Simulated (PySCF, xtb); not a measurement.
C2H6FNOSi, SMILES N[SiH2]O/C=C/F. The values are those of a single conformer.

Harmonic wavenumbers (cm⁻¹) from xtb with GFN2-xTB at its own minimum, in rising order: 45, 62, 119, 215, 253, 329, 356, 435, 539, 557, 613, 690, 741, 785, 803, 845, 911, 972, 1098, 1202, 1232, 1277, 1518, 1721, 2267, 2306, 3048, 3110, 3463, 3515.

What does PBE-D3(BJ)/def2-SVP in PySCF 2.14.0 give at its own minimum? (Estimate from the structure and the level; the computed values follow.)

60, 65, 118, 226, 275, 322, 336, 390, 459, 544, 760, 776, 796, 848, 861, 885, 893, 912, 1148, 1200, 1250, 1264, 1487, 1712, 2180, 2227, 3059, 3133, 3510, 3610. Paired by order, the mean absolute difference is 40 cm⁻¹ and the zero-point energies are 50.1 and 50.5 kcal/mol.
